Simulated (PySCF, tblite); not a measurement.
Species: C3H10OSi2.
Numbering: `[SiH3:1][O:2][CH:3]1[CH2:4][SiH2:5][CH2:6]1` (hydrogens: H7, H8, H9 on Si1; H10 on C3; H11, H12 on C4; H13, H14 on Si5; H15, H16 on C6)

Cartesian coordinates in Å at the PBE0-D3(BJ)/def2-SVP level; atoms count from 1:
```xyz
16
C3H10OSi2 angstrom
Si     2.6209    0.4778    0.0537
O      1.2665   -0.2544   -0.5857
C      0.0525   -0.4007    0.1042
C     -0.7436    0.8997    0.3695
Si    -2.3127   -0.1449    0.1477
C     -0.9883   -1.2201   -0.6812
H      2.9404   -0.1048    1.3963
H      2.4320    1.9531    0.2140
H      3.7327    0.2181   -0.8999
H      0.2368   -0.9019    1.0768
H     -0.6362    1.5722   -0.4987
H     -0.5023    1.4561    1.2856
H     -3.4256    0.4018   -0.6842
H     -2.8744   -0.7043    1.4138
H     -0.9134   -0.9496   -1.7476
H     -0.9275   -2.3121   -0.5854
```

Jobs on this species (16 atoms, 64 electrons) with PySCF (density fitting) and tblite. Hardware of each: one thread of an Arm Neoverse V1, on a shared host. The host was shared with other jobs, so the times are rough.

```json
{"level and settings": "GFN2-xTB", "work": "Hessian by finite differences", "basis functions": "–", "SCF cycles": "–", "wall time": "0.52 s"}
{"level and settings": "PBE0/pcSseg-1", "work": "shieldings, ring-centre shieldings, charges and field gradients", "basis functions": "166", "SCF cycles": "?", "wall time": "?"}
{"level and settings": "PBE0/def2-SVPD", "work": "10 singlets by full TDDFT, 4 Tamm–Dancoff triplets, polarisability, ΔSCF ions", "basis functions": "211", "SCF cycles": "?", "wall time": "?"}
{"level and settings": "PBE0/pcSseg-1, IEF-PCM acetone", "work": "shieldings, ring-centre shieldings, charges and field gradients", "basis functions": "166", "SCF cycles": "12", "wall time": "20 s"}
{"level and settings": "PBE0-D3(BJ)/def2-SVP, grid level 1", "work": "geometry optimisation from a GFN2-xTB start shaken at random", "basis functions": "142", "SCF cycles": "67", "wall time": "89 s"}
{"level and settings": "PBE0/pcSseg-1, IEF-PCM water", "work": "shieldings, ring-centre shieldings", "basis functions": "166", "SCF cycles": "12", "wall time": "18 s"}
{"level and settings": "GFN2-xTB", "work": "L-BFGS relaxation", "basis functions": "–", "SCF cycles": "–", "wall time": "0.58 s"}
{"level and settings": "BHandHLYP/aug-pcX-1 (pcseg-1 on H, def2-SVPD on Si)", "work": "K-edge TDA, 24 lines", "basis functions": "230", "SCF cycles": "12", "wall time": "21 s"}
{"level and settings": "mPW1PW91/pcSseg-2", "work": "shieldings, ring-centre shieldings", "basis functions": "370", "SCF cycles": "13", "wall time": "72 s"}
```

Question: Fill in the missing figures.

Answer: 
- PBE0/pcSseg-1; shieldings, ring-centre shieldings, charges and field gradients: 19 s, 13 SCF cycles
- PBE0/def2-SVPD; 10 singlets by full TDDFT, 4 Tamm–Dancoff triplets, polarisability, ΔSCF ions: 3.4 min, 13 SCF cycles

Question: What do all jobs in the table cost together?

Answer: About 7.4 min; the longest takes about 46 % of that, and about 390 times as long as the shortest.
